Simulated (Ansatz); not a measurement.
`N=C=[CH][GaH2]` + `[OH][SbH2]` → `[GaH2][O][SbH2]` + `C=C=N` at 298.15 K and 1 bar (ligand exchange at a Ga–C bond).

Gas-phase electronic energies from Ansatz, PBE0-D4/def2-TZVP geometries. CCSD(T)/CBS adds triple-zeta CCSD(T) − MP2 to the extrapolated MP2 energy (def2 sets, frozen cores). This one scheme is used for every species. def2 core potentials past Kr. For Ga, Sb outer-core shells are correlated without core-valence functions, which leaves a few kJ/mol of doubt a bond. Scalar relativity is left out up to krypton. One conformer a species, not always the lowest.

```tsv
species	CCSD(T)/CBS energy (Eh)	H − E (kJ/mol)	S (J/(mol·K))
`N=C=[CH][GaH2]`	-2057.09147	144.0	315.7
`[OH][SbH2]`	-316.98030	82.9	277.2
`[GaH2][O][SbH2]`	-2241.53579	98.8	348.6
`C=C=N`	-132.55079	127.2	249.7
```

H − E and S are ideal-gas, rigid-rotor, harmonic terms from PBE0-D4/def2-TZVP, for one conformer and one mirror image of each species. 1 Eh = 2625.50 kJ/mol, R = 8.31446 J/(mol·K).

Task: By hand: ΔE, ΔH, ΔS and ΔG.

Result: ΔE = (-2241.53579) + (-132.55079) − (-2057.09147) − (-316.98030) = -0.01481 Eh = -38.9 kJ/mol. Δ(H − E) = 98.8 + 127.2 − 144.0 − 82.9 = -0.9, so ΔH = -39.8 kJ/mol. ΔS = 348.6 + 249.7 − 315.7 − 277.2 = 5.4 J/(mol·K). ΔG = -39.8 − 298.15 × (5.4)/1000 = -41.4 kJ/mol.

Task: By hand: the equilibrium constant, and the temperature at which ΔG would vanish if ΔH and ΔS stayed fixed.

Result: log₁₀ K = −ΔG/(RT ln 10) = 7.3. ΔH and −TΔS have one sign here, so there is no such temperature. One of them is within its doubt of zero, so this could turn.

The number of gas molecules stays the same, so ΔS is small and ΔH decides. A doubt of 5 kJ/mol in ΔE shifts log₁₀ K by 0.9 here. Other conformers and mirror images would add mixing entropy, several J/(mol·K) or more a flexible species. Modes under 60 cm⁻¹, often nearly free rotors, make the harmonic entropy too high. These are equilibria of isolated gas molecules and say nothing of rates. Largest T1 diagnostic: 0.016 (customary marks: 0.02 for closed shells, 0.045 for open ones).
